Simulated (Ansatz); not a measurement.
Geometry optimisation, RKS BHLYP-D4/def2-SVP in Ansatz 0.2.0.

The input (input.yaml):

```yaml
crystal:
  periodic: [false, false, false]
  atoms:
    - { symbol: Al, position_ang: [-1.321, 0.6605, -2.0755] }
    - { symbol: H, position_ang: [-1.385, -0.9481, -0.8829] }
    - { symbol: H, position_ang: [-0.4107, 0.3522, -3.2764] }
    - { symbol: H, position_ang: [-2.6319, 1.4526, -2.1455] }
    - { symbol: Zn, position_ang: [-0.0255, -0.3112, 0.4654] }
    - { symbol: F, position_ang: [-0.1427, 1.5445, -0.5676] }
    - { symbol: C, position_ang: [1.2847, -0.6499, 1.9187] }
    - { symbol: H, position_ang: [0.9647, -1.424, 2.605] }
    - { symbol: H, position_ang: [1.4327, 0.2695, 2.4729] }
    - { symbol: H, position_ang: [2.2348, -0.946, 1.4859] }
basis:
  gaussian: { orbitals: def2-SVP }
hamiltonian:
  xc: { name: BHLYP }
  dispersion: d4
relax:
  f_tol: 0.15
  max_steps: 25
  restrain:
    - { distance: [0, 5], at: 1.78, k: 30.0 }
    - { distance: [4, 1], at: 1.53, k: 30.0 }
    - { distance: [0, 1], at: 2.82, k: 30.0 }
    - { distance: [4, 5], at: 3.09, k: 30.0 }
output:
  orbitals: {}
```

Run as:

```bash
$ ansatz run input.yaml --threads 2 --pin off --max-ram 3072MiB --backend cpu --events-out ev --progress --plain --runs-dir out
```

Task: Where does it end, and by what steps?

Result: The forces met the threshold. The restraints hold the end off the free minimum. After 4 steps the energy has fallen by 0.237 eV (the restraints' own energy left out); Zn5 moved furthest, 0.54 Å. Parted: Al1–Zn5, Zn5–F6. Joined: H2–Zn5.

| step | energy less start (eV) | largest force component (eV/Å) | accepted |
| --- | --- | --- | --- |
| 0 | 0.0000 | 2.638 | yes |
| 1 | 0.0550 | 3.058 | yes |
| 2 | -0.1367 | 2.179 | yes |
| 3 | -0.2165 | 0.997 | yes |
| 4 | -0.2369 | 1.350 | yes |

```xyz
10
Properties=species:S:1:pos:R:3
Al -1.205 1.113 -2.225
H -1.219 -1.063 -0.453
H -0.425 0.387 -3.365
H -2.729 1.460 -2.182
Zn -0.102 -0.829 0.582
F -0.238 1.824 -0.980
C 1.265 -0.745 1.960
H 1.113 -1.468 2.768
H 1.300 0.258 2.393
H 2.239 -0.937 1.502
```

Whether the end is a true minimum wasn't checked by a vibrational analysis.

The run took 7.1 s on 2 threads of AMD EPYC 9R45 96-Core Processor (Zen 5), on a shared host, peak memory 0.27 GiB.
